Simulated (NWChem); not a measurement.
## Atomisation of F4Sn

```
Sn
F 1 1.9116
F 1 1.9116 2 109.47
F 1 1.9116 2 109.47 3 120.00
F 1 1.9116 2 109.47 3 -120.00
```
Charge 0, spin multiplicity 1.

Everything below was run with NWChem. All single points use one geometry, from B3LYP/def2-SVP with def2 effective core potentials on Sn, a minimum by its harmonic frequencies.

Basis set: def2-TZVP. The atomisation energy is electronic alone: no zero-point, thermal, spin-orbit or counterpoise terms. No value is extrapolated to the basis-set limit. Free atoms are single determinants with multiplicities F 2, Sn 3. Correlated methods freeze the same cores in atoms and molecule, 8 orbitals in all.

Costs are rough ratios of processor time within this set of runs, SCF included, with HF as 1. Costs are the molecule's.

Effective core potentials replace the inner electrons of Sn; spin-orbit coupling is left out. B3LYP has NWChem's definition, with VWN1-RPA local correlation. GW and range-separated runs recompute their integrals, the others keep them in memory, which bears on the times. The structure started from a generated list of species. No SCF solution was tested for a lower state. Open-shell Hartree-Fock references start from PBE0 orbitals; any time given for them includes that run.

| method | atomisation energy (kcal/mol) | relative cost |
|---|---|---|
| B3LYP | 397.0 | under 3 |
| CAM-B3LYP | 406.4 | 10 |
| PBE0 | 395.4 | under 3 |
| MP2 | 420.7 | 5 |
| LC-wPBE (omega 0.3 per bohr) | ? | 10 |
| PBE | 423.5 | under 3 |
| HF | 256.7 | 1 |
| M06-2X | ? | under 3 |

Q: What belongs in the gaps?

A: 
- LC-wPBE (omega 0.3 per bohr), atomisation energy (kcal/mol): 417.6
- M06-2X, atomisation energy (kcal/mol): 407.1
